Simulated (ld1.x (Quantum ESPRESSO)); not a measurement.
# Pseudopotential generation for chromium (Cr): PAW, BP86, scalar-relativistic.

ld1.x (Quantum ESPRESSO) 7.5 input, shortened:

```
&input
   title='Cr', zed=24., rel=1, dft='BP', iswitch=3,
   config='[Ar] 3d5 4s1 4p0'
 /
 &inputp
   pseudotype=3, lpaw=.true., tm=.true., lloc=-2, rcloc=1.70,
   nlcc=.true., new_core_ps=.true., rcore=0.85,
   which_augfun='PSQ', rmatch_augfun=1.76
 /
6
3S  1  0   2.00   0.00  1.58  1.84  0.0
4S  2  0   1.00   0.00  1.58  1.84  0.0
3P  2  1   6.00   0.00  2.10  2.68  0.0
4P  3  1   0.00   0.00  2.10  2.68  0.0
3D  3  2   5.00   0.00  1.84  2.30  0.0
3D  3  2   0.00   4.05  1.84  2.30  0.0
 &test
   configts(1)='3s2 3p6 3d5 4s1 4p0'
 /
```

All-electron outer shells of the reference configuration (BP86, scalar-relativistic, ld1.x):

| shell | level (eV) | outermost node (bohr) | outermost maximum (bohr) |
| --- | --- | --- | --- |
| 2s | -667.55 | 0.09 | 0.24 |
| 2p | -561.06 | – | 0.20 |
| 3s | -74.10 | 0.36 | 0.78 |
| 3p | -45.56 | 0.33 | 0.80 |
| 4s | -4.19 | 1.12 | 2.74 |
| 3d | -3.07 | – | 0.84 |
| 4p | -1.09 | 1.25 | 3.89 |

(1) Estimate the cutoffs (Ry, on a coarse ladder) from which the occupation-weighted sum of valence levels, in a spherical-Bessel basis at the reference potential, stays within 10 and 1 mRy of its value at 400 Ry.

(2) Does the potential have ghost states?

(3) Is the overlap operator S = 1 + Σ q|β⟩⟨β| positive definite (Bessel basis up to 400 Ry)?

(4) Which valence shell sets the plane-wave cutoff?

Answers

(1) 25 Ry and 35 Ry.

(2) No extra level below or beside the all-electron valence levels (s, p, d, f tested).

(3) Yes: its lowest eigenvalue is 0.09 (s channel).

(4) 4s: its level needs 30 Ry to come within 1 mRy, against 21 Ry for 3d.

Test run stopped at test 1 of 7 (negative rho).
